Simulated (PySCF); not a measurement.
BLYP on O⁻ (oxygen, charge -1), [He] 2s2 2p5, 2P determinant. Calculation: PySCF 2.14, in aug-cc-pVTZ with one added diffuse shell each of s, p, d, f type (6s5p4d3f, 62 functions); the non-relativistic Hamiltonian (point nucleus).

```
cycle= 1 E= -74.7491375210712  delta_E= 0.385  |g|= 0.779  |ddm|= 1.49
cycle= 2 E= -74.3239933736669  delta_E= 0.425  |g|=  1.5  |ddm|= 2.79
cycle= 3 E= -75.0116482271152  delta_E= -0.688  |g|= 0.509  |ddm|= 1.49
cycle= 4 E= -75.1515432669587  delta_E= -0.14  |g|= 0.0477  |ddm|= 0.673
cycle= 5 E= -75.1495039464925  delta_E= 0.00204  |g|= 0.071  |ddm|= 0.165
cycle= 6 E= -75.1519240555883  delta_E= -0.00242  |g|= 0.0314  |ddm|= 0.0722
cycle= 7 E= -75.1524702903151  delta_E= -0.000546  |g|= 0.000674  |ddm|= 0.0551
cycle= 8 E= -75.1524705274229  delta_E= -2.37e-07  |g|= 0.000348  |ddm|= 0.000547
cycle= 9 E= -75.1524705931432  delta_E= -6.57e-08  |g|= 0.000105  |ddm|= 0.000382
cycle= 10 E= -75.152470599238  delta_E= -6.09e-09  |g|= 1.09e-05  |ddm|= 0.000145
cycle= 11 E= -75.1524705993026  delta_E= -6.45e-11  |g|= 4.51e-07  |ddm|= 1.6e-05
converged SCF energy = -75.1524705993026  <S^2> = 0.77113963  2S+1 = 2.0210291
```

Highest occupied orbital energy: 2.069 eV; ⟨L²⟩ = 2.04; populations by l: s 4.00, p 5.00, d 0.00, f 0.00.

(1) Can this result be used?

Results:

(1) With care. Self-consistency was reached. At BLYP the highest occupied level has a positive energy, so only the finite basis holds that electron; in a semilocal or global hybrid functional this comes from self-interaction and does not mean that the real anion is unbound.
